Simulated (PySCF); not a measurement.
This PySCF input asks for the NMR shieldings of `[C@H]1(F)[SiH2]C[Si@@H](C(OC)=O)C1`, C₅H₁₁FO₂Si₂; the geometry comes from GFN2-xTB.

```python
import basis_set_exchange as bse
import numpy as np
from pyscf import gto, dft
from pyscf.prop import nmr

atoms = """
C     3.362681    0.994404    0.684269
O     2.020573    0.543590    0.529814
C     1.825057   -0.770786    0.383230
O     2.718236   -1.579817    0.375524
Si   -0.038396   -1.151918    0.158828
C    -0.669529   -0.553345   -1.543943
Si   -2.219713    0.507823   -1.204879
C    -2.459906    0.083812    0.656400
F    -3.189383    1.075088    1.310411
C    -1.101806   -0.089660    1.322931
H     3.873948    0.981316   -0.280249
H     3.308927    2.008627    1.071969
H     3.898070    0.340884    1.375429
H    -0.226706   -2.594539    0.357455
H    -0.911608   -1.398965   -2.183065
H     0.081823    0.020619   -2.081538
H    -3.389421    0.095854   -1.982945
H    -1.966942    1.941750   -1.345944
H    -3.055820   -0.828069    0.783580
H    -1.215998   -0.508409    2.323246
H    -0.653007    0.898685    1.443707
"""
names = dict.fromkeys(["C", "O", "Si", "F", "H"], "pcSseg-1")
basis = {el: gto.basis.parse(bse.get_basis(n, elements=[el], fmt="nwchem")) for el, n in names.items()}
mol = gto.M(atom=atoms, basis=basis, charge=0, verbose=0)
mf = dft.RKS(mol, xc="PBE0")
mf.grids.level = 2
mf.grids.alignment = dft.numint.BLKSIZE   # the property module wants whole blocks of grid points
mf.conv_tol = 1e-9
mf.kernel()

calc = nmr.RKS(mf)   # GIAO
C = mf.mo_coeff
Co = C[:, mf.mo_occ > 0]
resp = mf.gen_response(singlet=True, hermi=2)
def vind(x):   # induced exchange potential for any number of trial vectors
    d = np.einsum("pi,xij,qj->xpq", C, 2 * x.reshape(-1, C.shape[1], Co.shape[1]), Co, optimize=True)
    return np.einsum("xpq,pi,qj->xij", resp(d - d.transpose(0, 2, 1)), C, Co, optimize=True).ravel()
mo1, _ = nmr.rhf.solve_mo1(calc, with_cphf=vind)
sigma = calc.kernel(mo1)
for i, s in enumerate(sigma):   # ppm
    print("%2d %-2s %9.2f" % (i, mol.atom_pure_symbol(i), np.trace(s) / 3))
```

**Question.** What are the results?

**Answer.** 
```
 0 C     135.17
 1 O     120.29
 2 C      -0.79
 3 O    -180.56
 4 Si    372.73
 5 C     200.96
 6 Si    383.44
 7 C      95.06
 8 F     409.56
 9 C     163.75
10 H      28.11
11 H      27.99
12 H      27.12
13 H      27.23
14 H      31.68
15 H      31.57
16 H      27.26
17 H      27.35
18 H      26.44
19 H      29.77
20 H      29.97
```

These numbers come from an equivalent density-fitted implementation of the same equations, which agrees with the script to about 0.01 ppm for H and up to a few tenths of a ppm for heavy atoms, so last digits may differ.

**Question.** Turn these shieldings into chemical shifts. Scale: TMS for ¹³C (σref 186.93) and ²⁹Si (σref 349.16) and ¹H (σref 31.72); H2O for ¹⁷O (σref 336.08); CFCl3 for ¹⁹F (σref 170.95) (reference shieldings calculated alike).

**Answer.** Averaging equivalent atoms: C 2: 187.7; C 7: 91.9; C 0: 51.8; C 9: 23.2; C 5: -14.0; O 3: 516.6; O 1: 215.8; Si 4: -23.6; Si 6: -34.3; F 8: -238.6; H 18: 5.28; H 13: 4.49; H 16: 4.46; H 17: 4.37; H 10/11/12: 3.98; H 19: 1.95; H 20: 1.75; H 15: 0.14; H 14: 0.03 ppm. Unscaled 19F shifts against computed CFCl3 carry errors that often reach 10 to 50 ppm. Unscaled 17O shifts of doubly bonded oxygen tend to come out too high, by tens of ppm or more. Experimental scales use liquid or dissolved standards, which lie at an offset from isolated H2O (liquid H2O: subtract about 36 ppm).

Size and cost of the density-fitted run: 239 basis functions, 110 s wall time on 1 thread of an Arm Neoverse N1, shared host; peak memory 1.1 GiB.
